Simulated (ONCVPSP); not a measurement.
Reading a pseudo-wave (platinum (Pt))

Columns: radius, all-electron u(r) and pseudo u(r) of the 5d shell (level -6.38 eV) of platinum in the configuration [Kr] 4d10 4f14 5s2 5p6 5d9 6s1; LDA (Perdew-Zunger), scalar-relativistic, ONCV scheme, ONCVPSP 4.0.1.

```json
{"r (bohr)": "0.080", "all-electron": "0.2318", "pseudo": "0.0012"}
{"r (bohr)": "0.160", "all-electron": "0.1495", "pseudo": "0.0093"}
{"r (bohr)": "0.240", "all-electron": "-0.1798", "pseudo": "0.0301"}
{"r (bohr)": "0.320", "all-electron": "-0.3746", "pseudo": "0.0677"}
{"r (bohr)": "0.400", "all-electron": "-0.3692", "pseudo": "0.1236"}
{"r (bohr)": "0.480", "all-electron": "-0.2309", "pseudo": "0.1966"}
{"r (bohr)": "0.560", "all-electron": "-0.0347", "pseudo": "0.2832"}
{"r (bohr)": "0.640", "all-electron": "0.1694", "pseudo": "0.3781"}
{"r (bohr)": "0.720", "all-electron": "0.3541", "pseudo": "0.4750"}
{"r (bohr)": "0.800", "all-electron": "0.5078", "pseudo": "0.5678"}
{"r (bohr)": "0.880", "all-electron": "0.6277", "pseudo": "0.6511"}
{"r (bohr)": "0.960", "all-electron": "0.7156", "pseudo": "0.7205"}
{"r (bohr)": "1.040", "all-electron": "0.7755", "pseudo": "0.7733"}
{"r (bohr)": "1.120", "all-electron": "0.8124", "pseudo": "0.8089"}
{"r (bohr)": "1.200", "all-electron": "0.8306", "pseudo": "0.8281"}
{"r (bohr)": "1.280", "all-electron": "0.8343", "pseudo": "0.8330"}
{"r (bohr)": "1.360", "all-electron": "0.8270", "pseudo": "0.8265"}
{"r (bohr)": "1.440", "all-electron": "0.8115", "pseudo": "0.8113"}
{"r (bohr)": "1.520", "all-electron": "0.7901", "pseudo": "0.7900"}
{"r (bohr)": "1.600", "all-electron": "0.7646", "pseudo": "0.7645"}
{"r (bohr)": "1.680", "all-electron": "0.7363", "pseudo": "0.7363"}
{"r (bohr)": "1.760", "all-electron": "0.7064", "pseudo": "0.7064"}
{"r (bohr)": "1.840", "all-electron": "0.6757", "pseudo": "0.6756"}
{"r (bohr)": "1.920", "all-electron": "0.6447", "pseudo": "0.6446"}
{"r (bohr)": "2.000", "all-electron": "0.6139", "pseudo": "0.6139"}
{"r (bohr)": "2.080", "all-electron": "0.5837", "pseudo": "0.5836"}
```

**Question.** How many radial nodes do the two functions have?

**Answer.** The all-electron 5d function has n − l − 1 = 2; the pseudo-wave has 0, since the states of the same l below it are removed with the core.

**Question.** At about which radius was the pseudo-wave matched?

**Answer.** 1.60 bohr. The columns agree to 0.0005 from 1.36 bohr on; several derivatives are matched, so the curves merge somewhat inside the radius.

**Question.** Is the pseudo-wave norm-conserving?

**Answer.** Yes: the ONCV scheme keeps the norm inside the radius equal to the all-electron one, which fixes the energy derivative of the logarithmic derivative at the level.
